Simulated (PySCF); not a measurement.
Electric field gradients and quadrupole coupling constants

Compound: C5H9FOSi.
SMILES with atom numbers: `[F:1][SiH2:2][O:3][C:4]1=[CH:5][CH2:6][CH2:7][CH2:8]1` (hydrogens: H9, H10 on Si2; H11 on C5; H12, H13 on C6; H14, H15 on C7; H16, H17 on C8)

Structure used (GFN2-xTB), in Å, numbered top down from 1:
```xyz
17
C5H9FOSi angstrom
F      3.134   -0.405   -1.585
Si     3.013   -0.134   -0.003
O      1.599    0.565    0.327
C      0.301    0.207    0.226
C     -0.220   -0.898   -0.286
C     -1.714   -0.907   -0.165
C     -2.057    0.537    0.250
C     -0.746    1.139    0.778
H      3.179   -1.452    0.585
H      3.932    0.925    0.343
H      0.331   -1.714   -0.717
H     -2.199   -1.191   -1.100
H     -2.025   -1.627    0.598
H     -2.850    0.570    0.995
H     -2.394    1.098   -0.622
H     -0.702    1.132    1.870
H     -0.588    2.165    0.444
```

Field gradients from the PBE0/pcSseg-1 density (PySCF, non-relativistic), principal values in atomic units, ordered |Vxx| ≤ |Vyy| ≤ |Vzz|:

```csv
atom,Vxx,Vyy,Vzz
O3,-0.7762,-0.8067,1.5829
```

**Question.** Find the asymmetry η = (Vxx − Vyy)/Vzz and the couplings χ = eQV/h (234.96 MHz × Q in barn × V in au), with Q(17O) = −0.0256 b.

**Answer.** 
```csv
atom,environment,nucleus,η,χzz (MHz),χxx (MHz),χyy (MHz)
O3,silyl ether oxygen,17O,0.02,-9.52,4.67,4.85
```

The gradient is axial or nearly so (η below 0.05) at O3. The tensor is traceless: Vxx + Vyy + Vzz = 0.

**Question.** What is Vzz at O3 in SI units (1 au = 9.71736 × 10²¹ V/m²)?

**Answer.** 1.5829 au = 15.382 × 10²¹ V/m².

**Question.** What couplings would deuterons (Q(2H) = 0.00286 b) have in place of the hydrogens, at this geometry?

**Answer.** 
```
atom  bonded to  bond length (Å)  Vzz (au)     η  χzz (kHz)
  H9        Si2            1.452    0.1633  0.02        110
 H10        Si2            1.445    0.1704  0.00        114
 H11         C5            1.075    0.3424  0.08        230
 H12         C6            1.091    0.3074  0.02        207
 H13         C6            1.094    0.3020  0.02        203
 H14         C7            1.088    0.3123  0.01        210
 H15         C7            1.090    0.3077  0.02        207
 H16         C8            1.093    0.3033  0.01        204
 H17         C8            1.090    0.3081  0.01        207
```

One conformer (not necessarily the lowest) at the GFN2-xTB geometry, without solvent, vibrations or thermal averaging. GFN2-xTB bond lengths can be off by several hundredths of an ångström, more for odd bonds, and the gradients follow them. A larger basis could move these couplings by a tenth or more.
